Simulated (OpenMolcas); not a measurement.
# Levels of As3+ by method

| Quantity | Value |
| --- | --- |
| Program | OpenMolcas 26.06 |
| Basis | ANO-RCC-VQZP [7s6p4d2f1g] |
| Scalar Hamiltonian | DKH2, point nucleus |
| Active space | 2 electrons in 9 orbitals (RAS2 4s 4p; RAS3 4d, at most 2 electrons) |
| State averaging | 2S+1 = 3 even, 3 roots; 2S+1 = 1 even, 7 roots; 2S+1 = 3 odd, 3 roots; 2S+1 = 1 odd, 3 roots |
| Spin-orbit coupling | state interaction with AMFI integrals over the reference wave functions, term energies averaged over their components |

Methods on the same reference wave functions:
A. RASSCF
B. SS-RASPT2, IPEA 0.25 Eh, imaginary shift 0.1 Eh (closed shells correlated: 3d)
C. MS-RASPT2, IPEA 0.25 Eh, imaginary shift 0.1 Eh (closed shells correlated: 3d)

Energies in cm-1 above 4s2 1S0, the measured ground level; measured values from Moore, Atomic Energy Levels, vol. II, NSRDS-NBS 35 (1971 reprint of NBS Circular 467, 1952).

| Level | A | B | C | Measured |
| --- | --- | --- | --- | --- |
| 4s2 1S0 | 0.0 | 0.0 | 0.0 | 0.0 |
| 4s 4p 3P* 0 | 71546 | 73480 | 73530 |  |
| 4s 4p 3P* 1 | 72548 | 74470 | 74530 | 76962 |
| 4s 4p 3P* 2 | 74692 | 76620 | 76680 | 79492 |
| 4s 4p 1P* 1 | 112664 | 112160 | 112220 | 112022 |
| 4p2 1D2 | 173437 | 176290 | 176350 |  |
| 4p2 3P0 | 176188 | 178200 | 178260 |  |
| 4p2 3P1 | 177417 | 179460 | 179520 | 181468 |
| 4p2 3P2 | 179698 | 181780 | 181840 | 184394 |

Deviations, from unrounded energies. A percentage is the sum of absolute deviations over the sum of measured energies, with the sign that they share, or ± where signs differ.

```json
{"Against measurement": "mean absolute deviation (cm-1)", "Levels": "5", "A": "3700", "B": "2000", "C": "2000"}
{"Against measurement": "other configurations (%)", "Levels": "5", "A": "±2.9", "B": "±1.6", "C": "±1.6"}
```

B, C lie about equally close to measurement and A furthest from it. The largest miss of C in the table is 4s 4p 3P* 2, by -2800 cm-1. The ranking rests on the paired levels alone, and a cruder setting can come out closer through cancelling errors.

Between B and C the level of the table that moves most is 4s 4p 3P* 1, by 59 cm-1 (lowest in B, highest in C). Moves below CASPT2's spread within the term are not significant.

The lowest spin-free term lies below A's lowest term by 0.084 hartree in B, 0.084 hartree in C.

CASPT2 breaks the degeneracy within a term, and the mean is taken; among the terms shown or strongly mixed into the levels shown the widest spread is 23 cm-1 (4p2 1D, C). Active for correlation alone: 4d; no level in the range computed is led by a configuration that fills it, so any true level of that kind is missing. Some terms mix strongly with configurations of 4d, whose occupation reaches 0.25 (4p2 1D). Computed and measured levels are paired by configuration, term and J; levels that our copy of the source lacks, or whose pairing is in doubt (as where it misses far off the trend of its configuration), stay unpaired and out of the deviations. Levels of configurations outside the active space are missing. The table leaves out levels that lie high or whose names do not pair safely across all columns.

* marks odd parity.
